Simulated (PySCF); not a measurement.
# MoH and its ions

ROHF-CCSD(T); Mo def2-TZVPPD with ECP28, H def2-TZVPPD; scalar-relativistic core potentials (PySCF 2.14). Neutral (ROHF): sextet (σ ↑, π ↑↑, δ ↑↑), Re = 1.718 Å, ωe = 1780 cm⁻¹, De = 2.43 eV.

MoH⁺ (ROHF): quintet (π ↑↑, δ ↑↑), Re = 1.670 Å, ωe = 1946 cm⁻¹, De = 1.88 eV to Mo⁺ (4d5) + H. The energies at the minima are -68.52240 hartree for MoH and -68.24244 for MoH⁺.

Q: Work out the adiabatic ionisation energy, without and with harmonic zero-point energies (1 hartree = 27.2114 eV, 1 eV = 8065.5 cm⁻¹), and the change of the bond length.

A: At ROHF-CCSD(T): 0.27996 hartree = 7.618 eV between the minima; the zero-point term (1946.0 − 1780.0)/2 cm⁻¹ = +0.010 eV makes it 7.628 eV. Re changes by -4.8 pm against the neutral. The electron leaves a σ orbital, and the shorter bond of the ion fits an antibonding orbital, or a change in how ionic the bond is.

Correlated steps freeze no core orbitals. These are scalar-relativistic numbers at best; spin–orbit coupling would shift them, the dissociation energy most. For an ion De counts to the pair picked by the measured ionisation energies or electron affinities, which need not be the lowest pair at this level. The state is the lowest single determinant that the PBE0 search found; with open d or f shells the true ground state can be another one.
